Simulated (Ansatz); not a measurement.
C2H7FSSi, SMILES `C[Si](C)(F)S` at its PBE0-D4/def2-TZVP geometry, where that method's forces vanish. The species carries charge 0 and has multiplicity 1.

```xyz
12

C    -0.6924    1.0964    0.9864
Si   -0.4779   -0.2304   -0.2903
C     1.0397   -1.2555   -0.0031
F    -1.7577   -1.1948   -0.2394
S    -0.5413    0.5608   -2.2806
H     0.1343    1.8106    0.9458
H    -1.6216    1.6446    0.8194
H    -0.7173    0.6646    1.9908
H     1.9420   -0.6440   -0.0872
H     1.1060   -2.0592   -0.7389
H     1.0227   -1.6978    0.9968
H     0.5634    1.3048   -2.0996
```

**Question.** What forces (eV/Å) does ωB97M-V/def2-TZVPP give on these atoms in Ansatz? (Best estimate.)

**Answer.** Computed: 
```
C1  -0.002  0.011  0.021
Si2  0.142  0.090  0.034
C3   0.016 -0.014  0.010
F4  -0.113 -0.085  0.005
S5   0.060  0.041  0.008
H6  -0.051 -0.043  0.002
H7   0.064 -0.038  0.010
H8   0.002  0.033 -0.070
H9  -0.055 -0.038  0.005
H10 -0.006  0.056  0.049
H11  0.004  0.030 -0.071
H12 -0.060 -0.043 -0.003
```
